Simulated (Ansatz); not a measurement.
Cost and result for the atomization energy of C4H10F3NSi, SMILES `CC(C)(C)N[Si](F)(F)F` (19 atoms, 18 bonds).

```xyz
19

C     0.675   -1.413   -0.840
C     0.137   -0.033   -0.472
C    -0.342    0.694   -1.723
C     1.228    0.782    0.211
N    -0.999   -0.178    0.444
Si   -1.077    0.058    2.096
F    -0.015   -0.763    2.931
F    -0.859    1.554    2.551
F    -2.513   -0.385    2.573
H    -0.103   -2.017   -1.313
H     1.019   -1.940    0.053
H     1.511   -1.334   -1.540
H    -1.141    0.133   -2.216
H     0.474    0.811   -2.440
H    -0.727    1.683   -1.468
H     1.592    0.283    1.113
H     0.866    1.776    0.482
H     2.079    0.901   -0.462
H    -1.805   -0.611    0.020
```

Charge 0, multiplicity 1. The structure was optimised at the PBE0-D4/def2-TZVP level. It is one conformer, not always the lowest. Program: Ansatz. All runs use 5 threads of an AMD EPYC 7R13 on a shared host and a share of an NVIDIA H100 80 GB. Times are those of one run each, without the atoms' runs, and a repeat can differ threefold. Electronic energies, without spin–orbit coupling; frozen cores. CCSD(T)/CBS adds CCSD(T) − MP2 in def2-TZVPP to the MP2 limit, and its time is that of the two runs behind it. T1 = 0.010. B3LYP takes the VWN-RPA correlation (the form of Gaussian; ORCA's B3LYP/G).

CCSD(T)/CBS is a level of theory with its own doubt, some kJ/mol a heavy atom from the limit and from the frozen cores, so smaller differences don't rank the functionals.

```tsv
level	functions	wall time
BHLYP-D4/def2-TZVPP	430	11 s
BLYP-D4/def2-TZVPP	430	12 s
LDA (SPW92)/def2-TZVPP	430	13 s
B3LYP-D4/def2-TZVPP (with forces)	430	13 s
ωB97X-V/def2-TZVPP	430	13 s
r2SCANh-D4/def2-TZVPP	430	14 s
PBE0-D4/def2-TZVPP	430	15 s
CCSD(T)/def2-SVP	180	15 s
ωB97M-V/def2-TZVPP (with forces)	430	21 s
MP2/def2-QZVPP	826	24 s
revPBE-D4/def2-TZVPP	430	38 s
CCSD(T)/def2-TZVPP	430	83 s
CCSD(T)/CBS(def2)	–	110 s
```

(1) What atomization energy does each give, and how far from CCSD(T)/CBS? (An estimate is asked.)

## Answers

(1) Ansatz gave: 
| level | atomization (kcal/mol) | difference from CCSD(T)/CBS | per bond |
| --- | --- | --- | --- |
| BHLYP-D4/def2-TZVPP | 1831.3 | -58.0 | -3.2 |
| BLYP-D4/def2-TZVPP | 1876.6 | -12.7 | -0.7 |
| LDA (SPW92)/def2-TZVPP | 2150.0 | 260.7 | 14.5 |
| B3LYP-D4/def2-TZVPP (with forces) | 1880.6 | -8.7 | -0.5 |
| ωB97X-V/def2-TZVPP | 1888.4 | -0.9 | -0.1 |
| r2SCANh-D4/def2-TZVPP | 1875.7 | -13.6 | -0.8 |
| PBE0-D4/def2-TZVPP | 1885.1 | -4.2 | -0.2 |
| CCSD(T)/def2-SVP | 1782.0 | -107.3 | -6.0 |
| ωB97M-V/def2-TZVPP (with forces) | 1890.2 | 0.9 | 0.0 |
| MP2/def2-QZVPP | 1909.6 | 20.3 | 1.1 |
| revPBE-D4/def2-TZVPP | 1869.1 | -20.2 | -1.1 |
| CCSD(T)/def2-TZVPP | 1841.4 | -47.9 | -2.7 |
| CCSD(T)/CBS(def2) | 1889.3 | 0.0 | 0.0 |

From BLYP to BHLYP (50 % exact exchange), in def2-TZVPP and without D4, the atomization energy moves by −33.1 kcal/mol: exact exchange takes away binding that semilocal exchange gives to molecules. At CCSD(T), def2-SVP lies −107.3 kcal/mol from the extrapolated value and def2-TZVPP −47.9 kcal/mol: correlation converges slowly with the basis, and small sets miss more of it in the bonded molecule than in its fragments. In def2-TZVPP, CCSD(T) changes the Hartree–Fock value by +439.1 kcal/mol (the triples alone add +25.2 kcal/mol) and MP2 by +478.5 kcal/mol; breaking electron pairs costs correlation energy, which Hartree–Fock lacks.
